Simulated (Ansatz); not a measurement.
All values below come from B3LYP-D3(BJ)/def2-TZVP (Ansatz, a program for electronic structure). No frequencies were computed at this level.

Ansatz 0.2 input:
```yaml
crystal:
  periodic: [false, false, false]
  atoms:
    - { symbol: N, position_ang: [1.508443, 0.769424, 0.592289] }
    - { symbol: C, position_ang: [0.542563, 0.089529, 0.283095] }
    - { symbol: C, position_ang: [-0.591681, -0.534079, 0.143205] }
    - { symbol: O, position_ang: [-1.628105, -0.183896, -0.69676] }
    - { symbol: H, position_ang: [2.390642, 0.641724, 0.10317] }
    - { symbol: H, position_ang: [-0.785397, -1.448303, 0.682184] }
    - { symbol: H, position_ang: [-1.436467, 0.665603, -1.107186] }
basis:
  gaussian: { orbitals: def2-tzvp }
hamiltonian:
  xc: b3lyp
  dispersion: d3bj
relax:
  max_steps: 150
```

Output:

```
Functional definition: B3LYP
798 factors; their error is unknown
mean field evaluation 1: about -5653.2229 eV, gradient 6.1e1 eV
mean field evaluation 2: about -5648.7603 eV, gradient 7.8e1 eV
mean field evaluation 4: about -5660.1233 eV, gradient 3.8e0 eV
mean field evaluation 8: about -5660.1577 eV, gradient 4.5e-1 eV
mean field evaluation 16: about -5660.1579 eV, gradient 2.6e-5 eV
mean field -5660.15794857 eV, -208.0069680170 hartree, gradient 2.6e-5 eV, S^2 0.000000; 0 other end points of the search recorded, 0 dependent functions left out
reference -5660.15815654 eV, -208.0069756597 hartree; 15, 15 occupied and 127, 127 virtual orbitals, 798 factors
relax step   1: F+E_penalty+E_count = -5660.33064153 eV  Δ(F+E_penalty+E_count) = +0.000e0 eV  max|allowed force component| = 5.531e-1 eV/Å  Δτ_max = 0.0000 Å  (29 SCF iters, accepted)
these checks for a lower state are left out or cut short: starts, cluster_reference, orbital_swaps, neighbouring_geometries, increment
798 factors; their error is unknown
mean field -5660.16276311 eV, -208.0071449480 hartree, gradient 2.0e-5 eV, S^2 0.000000; 0 other end points of the search recorded, 0 dependent functions left out
reference -5660.16297154 eV, -208.0071526079 hartree; 15, 15 occupied and 127, 127 virtual orbitals, 798 factors
relax step   2: F+E_penalty+E_count = -5660.33522949 eV  Δ(F+E_penalty+E_count) = -4.588e-3 eV  max|allowed force component| = 4.603e-1 eV/Å  Δτ_max = 0.0539 Å  (34 SCF iters, accepted)
these checks for a lower state are left out or cut short: starts, cluster_reference, orbital_swaps, neighbouring_geometries, increment
798 factors; their error is unknown
mean field -5660.17457493 eV, -208.0075790247 hartree, gradient 1.9e-5 eV, S^2 0.000000; 0 other end points of the search recorded, 0 dependent functions left out
reference -5660.17478353 eV, -208.0075866906 hartree; 15, 15 occupied and 127, 127 virtual orbitals, 798 factors
relax step   3: F+E_penalty+E_count = -5660.34708415 eV  Δ(F+E_penalty+E_count) = -1.185e-2 eV  max|allowed force component| = 2.737e-1 eV/Å  Δτ_max = 0.0351 Å  (33 SCF iters, accepted)
these checks for a lower state are left out or cut short: starts, cluster_reference, orbital_swaps, neighbouring_geometries, increment
798 factors; their error is unknown
mean field evaluation 32: about -5660.1729 eV, gradient 8.9e-1 eV
mean field -5660.17698853 eV, -208.0076677225 hartree, gradient 1.5e-5 eV, S^2 0.000000; 0 other end points of the search recorded, 0 dependent functions left out
reference -5660.17719710 eV, -208.0076753877 hartree; 15, 15 occupied and 127, 127 virtual orbitals, 798 factors
relax step   4: F+E_penalty+E_count = -5660.34956322 eV  Δ(F+E_penalty+E_count) = -2.479e-3 eV  max|allowed force component| = 2.543e-1 eV/Å  Δτ_max = 0.0085 Å  (33 SCF iters, accepted)
these checks for a lower state are left out or cut short: starts, cluster_reference, orbital_swaps, neighbouring_geometries, increment
798 factors; their error is unknown
mean field -5660.17812247 eV, -208.0077093942 hartree, gradient 1.5e-5 eV, S^2 0.000000; 0 other end points of the search recorded, 0 dependent functions left out
reference -5660.17833068 eV, -208.0077170460 hartree; 15, 15 occupied and 127, 127 virtual orbitals, 798 factors
relax step   5: F+E_penalty+E_count = -5660.35105425 eV  Δ(F+E_penalty+E_count) = -1.491e-3 eV  max|allowed force component| = 1.463e-1 eV/Å  Δτ_max = 0.0174 Å  (33 SCF iters, accepted)
these checks for a lower state are left out or cut short: starts, cluster_reference, orbital_swaps, neighbouring_geometries, increment
798 factors; their error is unknown
mean field -5660.18079455 eV, -208.0078075914 hartree, gradient 1.5e-5 eV, S^2 0.000000; 0 other end points of the search recorded, 0 dependent functions left out
reference -5660.18100266 eV, -208.0078152394 hartree; 15, 15 occupied and 127, 127 virtual orbitals, 798 factors
relax step   6: F+E_penalty+E_count = -5660.35381462 eV  Δ(F+E_penalty+E_count) = -2.760e-3 eV  max|allowed force component| = 3.536e-2 eV/Å  Δτ_max = 0.0149 Å  (34 SCF iters, accepted)
these checks for a lower state are left out or cut short: starts, cluster_reference, orbital_swaps, neighbouring_geometries, increment
798 factors; their error is unknown
mean field -5660.18108251 eV, -208.0078181737 hartree, gradient 1.5e-5 eV, S^2 0.000000; 0 other end points of the search recorded, 0 dependent functions left out
reference -5660.18129058 eV, -208.0078258200 hartree; 15, 15 occupied and 127, 127 virtual orbitals, 798 factors
relax step   7: F+E_penalty+E_count = -5660.35408314 eV  Δ(F+E_penalty+E_count) = -2.685e-4 eV  max|allowed force component| = 2.507e-2 eV/Å  Δτ_max = 0.0045 Å  (35 SCF iters, accepted)
these checks for a lower state are left out or cut short: starts, cluster_reference, orbital_swaps, neighbouring_geometries, increment
798 factors; their error is unknown
mean field evaluation 64: about -5660.1814 eV, gradient 7.2e-3 eV
mean field -5660.18141122 eV, -208.0078302537 hartree, gradient 1.5e-5 eV, S^2 0.000000; 0 other end points of the search recorded, 0 dependent functions left out
reference -5660.18161925 eV, -208.0078378986 hartree; 15, 15 occupied and 127, 127 virtual orbitals, 798 factors
relax step   8: F+E_penalty+E_count = -5660.35434649 eV  Δ(F+E_penalty+E_count) = -2.633e-4 eV  max|allowed force component| = 2.335e-2 eV/Å  Δτ_max = 0.0101 Å  (34 SCF iters, accepted)
these checks for a lower state are left out or cut short: starts, cluster_reference, orbital_swaps, neighbouring_geometries, increment
798 factors; their error is unknown
mean field -5660.18123313 eV, -208.0078237090 hartree, gradient 1.5e-5 eV, S^2 0.000000; 0 other end points of the search recorded, 0 dependent functions left out
reference -5660.18144108 eV, -208.0078313508 hartree; 15, 15 occupied and 127, 127 virtual orbitals, 798 factors
relax step   9: F+E_penalty+E_count = -5660.35412120 eV  Δ(F+E_penalty+E_count) = +2.253e-4 eV  max|allowed force component| = 6.504e-2 eV/Å  Δτ_max = 0.0156 Å  (34 SCF iters, rejected (line search))
these checks for a lower state are left out or cut short: starts, cluster_reference, orbital_swaps, neighbouring_geometries, increment
798 factors; their error is unknown
mean field -5660.18162283 eV, -208.0078380299 hartree, gradient 1.5e-5 eV, S^2 0.000000; 0 other end points of the search recorded, 0 dependent functions left out
reference -5660.18183080 eV, -208.0078456729 hartree; 15, 15 occupied and 127, 127 virtual orbitals, 798 factors
relax step  10: F+E_penalty+E_count = -5660.35449089 eV  Δ(F+E_penalty+E_count) = -1.444e-4 eV  max|allowed force component| = 2.206e-2 eV/Å  Δτ_max = 0.0077 Å  (35 SCF iters, accepted)
these checks for a lower state are left out or cut short: starts, cluster_reference, orbital_swaps, neighbouring_geometries, increment
798 factors; their error is unknown
mean field -5660.18166642 eV, -208.0078396319 hartree, gradient 1.5e-5 eV, S^2 0.000000; 0 other end points of the search recorded, 0 dependent functions left out
reference -5660.18187433 eV, -208.0078472724 hartree; 15, 15 occupied and 127, 127 virtual orbitals, 798 factors
relax step  11: F+E_penalty+E_count = -5660.35455821 eV  Δ(F+E_penalty+E_count) = -6.732e-5 eV  max|allowed force component| = 2.199e-2 eV/Å  Δτ_max = 0.0074 Å  (34 SCF iters, accepted)
these checks for a lower state are left out or cut short: starts, cluster_reference, orbital_swaps, neighbouring_geometries, increment
798 factors; their error is unknown
mean field -5660.18176126 eV, -208.0078431173 hartree, gradient 1.5e-5 eV, S^2 0.000000; 0 other end points of the search recorded, 0 dependent functions left out
reference -5660.18196913 eV, -208.0078507566 hartree; 15, 15 occupied and 127, 127 virtual orbitals, 798 factors
relax step  12: F+E_penalty+E_count = -5660.35462080 eV  Δ(F+E_penalty+E_count) = -6.260e-5 eV  max|allowed force component| = 1.690e-2 eV/Å  Δτ_max = 0.0081 Å  (34 SCF iters, accepted)
these checks for a lower state are left out or cut short: starts, cluster_reference, orbital_swaps, neighbouring_geometries, increment
798 factors; their error is unknown
mean field evaluation 96: about -5660.1792 eV, gradient 4.8e-4 eV
mean field -5660.18182355 eV, -208.0078454063 hartree, gradient 1.5e-5 eV, S^2 0.000000; 0 other end points of the search recorded, 0 dependent functions left out
reference -5660.18203142 eV, -208.0078530455 hartree; 15, 15 occupied and 127, 127 virtual orbitals, 798 factors
relax step  13: F+E_penalty+E_count = -5660.35464825 eV  Δ(F+E_penalty+E_count) = -2.745e-5 eV  max|allowed force component| = 1.131e-2 eV/Å  Δτ_max = 0.0041 Å  (35 SCF iters, accepted)
these checks for a lower state are left out or cut short: starts, cluster_reference, orbital_swaps, neighbouring_geometries, increment
798 factors; their error is unknown
mean field -5660.18171669 eV, -208.0078414795 hartree, gradient 1.5e-5 eV, S^2 0.000000; 0 other end points of the search recorded, 0 dependent functions left out
reference -5660.18192449 eV, -208.0078491158 hartree; 15, 15 occupied and 127, 127 virtual orbitals, 798 factors
relax step  14: F+E_penalty+E_count = -5660.35457800 eV  Δ(F+E_penalty+E_count) = +7.025e-5 eV  max|allowed force component| = 3.030e-2 eV/Å  Δτ_max = 0.0053 Å  (34 SCF iters, rejected (line search))
these checks for a lower state are left out or cut short: starts, cluster_reference, orbital_swaps, neighbouring_geometries, increment
798 factors; their error is unknown
mean field -5660.18182426 eV, -208.0078454325 hartree, gradient 1.5e-5 eV, S^2 0.000000; 0 other end points of the search recorded, 0 dependent functions left out
reference -5660.18203212 eV, -208.0078530711 hartree; 15, 15 occupied and 127, 127 virtual orbitals, 798 factors
relax step  15: F+E_penalty+E_count = -5660.35465825 eV  Δ(F+E_penalty+E_count) = -9.997e-6 eV  max|allowed force component| = 8.968e-3 eV/Å  Δτ_max = 0.0019 Å  (35 SCF iters, accepted)
798 factors; their error is unknown
mean field evaluation 128: about -5660.1788 eV, gradient 4.4e-1 eV
mean field -5660.18182426 eV, -208.0078454325 hartree, gradient 1.5e-5 eV, S^2 0.000000; 1 other end points of the search recorded, 0 dependent functions left out
reference -5660.18203212 eV, -208.0078530711 hartree; 15, 15 occupied and 127, 127 virtual orbitals, 798 factors
Total energy: -5660.35486611 eV, -208.0142046031 hartree
Atom 0 at     1.508291     0.806130     0.600934 Å, force     0.008968     0.000147     0.002509 eV/Å
Atom 1 at     0.540624     0.103887     0.313878 Å, force    -0.000023    -0.005064     0.002070 eV/Å
Atom 2 at    -0.586861    -0.542193     0.145121 Å, force    -0.003746    -0.000573    -0.002823 eV/Å
Atom 3 at    -1.581325    -0.209418    -0.755804 Å, force    -0.001936     0.002885    -0.004548 eV/Å
Atom 4 at     2.357482     0.597706     0.068894 Å, force    -0.003080     0.004478    -0.001314 eV/Å
Atom 5 at    -0.789591    -1.449674     0.693504 Å, force    -0.000108     0.002121     0.002103 eV/Å
Atom 6 at    -1.448622     0.693564    -1.066532 Å, force    -0.000076    -0.003995     0.002002 eV/Å
Dipole moment:     0.177566    -0.003124    -0.202897 e Å
```

Cost: roughly 40 core-seconds.
